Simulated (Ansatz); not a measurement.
Relaxation of BClFH₄N (8 atoms, charge 0, multiplicity 1), to a largest force component of 0.03 eV/Å in at most 50 steps.

Method: RHF/def2-SVP in Ansatz 0.2.0.

```xyz
8
Properties=species:S:1:pos:R:3
B -0.038 0.464 -0.466
F -0.114 0.213 2.055
Cl 1.397 -0.554 -0.762
N -1.285 0.065 -0.905
H -1.456 -0.824 -1.328
H -2.103 0.617 -0.754
H 0.132 1.539 0.023
H 0.252 1.006 1.805
```

Problem. Where does it end, and by what steps?

Solution. It converged. After 20 steps the energy has fallen by 0.249 eV; H8 moved furthest, 0.99 Å.

| step | energy less start (eV) | largest force component (eV/Å) | accepted |
| --- | --- | --- | --- |
| 0 | 0.0000 | 0.459 | yes |
| 1 | -0.1037 | 0.236 | yes |
| 2 | -0.1207 | 0.849 | yes |
| 3 | -0.1124 | 1.525 | no |
| 4 | -0.1388 | 0.192 | yes |
| 5 | -0.1449 | 0.165 | yes |
| 6 | -0.1521 | 0.140 | yes |
| 7 | -0.1127 | 2.331 | no |
| 8 | -0.1602 | 0.206 | yes |
| 9 | -0.1648 | 0.848 | yes |
| 10 | -0.1835 | 0.482 | yes |
| 11 | -0.1388 | 2.631 | no |
| 12 | -0.1995 | 0.324 | yes |
| 13 | -0.2098 | 0.803 | yes |
| 14 | -0.2263 | 0.368 | yes |
| 15 | -0.2212 | 1.330 | no |
| 16 | -0.2394 | 0.264 | yes |
| 17 | -0.2456 | 0.152 | yes |
| 18 | -0.2425 | 0.351 | no |
| 19 | -0.2486 | 0.062 | yes |
| 20 | -0.2491 | 0.015 | yes |

```xyz
8
Properties=species:S:1:pos:R:3
B -0.169 0.682 -0.671
F 0.008 0.472 2.585
Cl 1.284 -0.314 -0.283
N -1.334 0.051 -1.052
H -1.431 -0.942 -1.109
H -2.167 0.563 -1.259
H -0.070 1.866 -0.597
H 0.664 0.146 2.054
```

The run took 20 s on 1 thread of Intel(R) Xeon(R) 6975P-C (Granite Rapids), on a shared host, peak memory 0.16 GiB.
